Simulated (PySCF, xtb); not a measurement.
Al(I)(Me)(OH) (CH4AlIO), SMILES [CH3][Al]([OH])[I]. Other conformers were not sampled.

Harmonic wavenumbers (cm⁻¹) from GFN2-xTB (xtb) at its own minimum, in rising order: 54, 110, 145, 194, 357, 410, 484, 589, 608, 643, 912, 1291, 1440, 1450, 2948, 2958, 2964, 3772.

Problem. What does PBE-D3(BJ)/def2-SVP (PySCF 2.14.0) give at its own minimum? (Estimate from the structure and the level; the computed values follow.)

Solution. 37, 127, 170, 182, 313, 387, 583, 628, 647, 690, 860, 1160, 1372, 1374, 2975, 3072, 3088, 3806. Paired by order, the mean absolute difference is 55 cm⁻¹ and the zero-point energies are 30.5 and 30.7 kcal/mol.
